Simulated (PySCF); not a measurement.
Bond curve of SbCl⁺

Set-up: PySCF, scalar-relativistic core potentials, basis sets Sb def2-TZVPPD with ECP28, Cl def2-TZVPPD. Energies in eV from Sb⁺ + Cl in their ground configurations at the same level. State: ²Π (doublet), unpaired electrons π ↑.

```
R (Å)  UHF-CCSD(T)
2.019       -2.689
2.108       -3.179
2.176       -3.351
2.243       -3.400
2.310       -3.357
2.400       -3.199
2.512       -2.897
2.647       -2.453
```

Task: Put a parabola through the three lowest points of the UHF-CCSD(T) curve and estimate Re, k and ωe (reduced mass 27.12 u; 1 eV/Å² = 0.16022 mdyn/Å; ωe = 1302.8·√(k/μ) cm⁻¹).

Result: Through R = 2.176, 2.243, 2.31 Å the second-order coefficient is 10.2 eV/Å², so Re ≈ 2.245 Å, k ≈ 3.28 mdyn/Å and ωe ≈ 453 cm⁻¹. A polynomial fit of higher order to the unrounded UHF-CCSD(T) energies gives Re = 2.242 Å, k = 3.23 mdyn/Å, ωe = 450 cm⁻¹; anharmonicity and rounding make the difference.

The higher-order fit for each curve: UHF-CCSD(T): Re = 2.242 Å, ωe = 450 cm⁻¹, De = 3.40 eV.

Correlated steps freeze 9 core orbitals. These are scalar-relativistic numbers at best; spin–orbit coupling would shift them, the dissociation energy most. For an ion De counts to the pair picked by the measured ionisation energies or electron affinities, which need not be the lowest pair at this level. The state is the lowest determinant that a PBE0 search found; another state may lie lower at other levels.
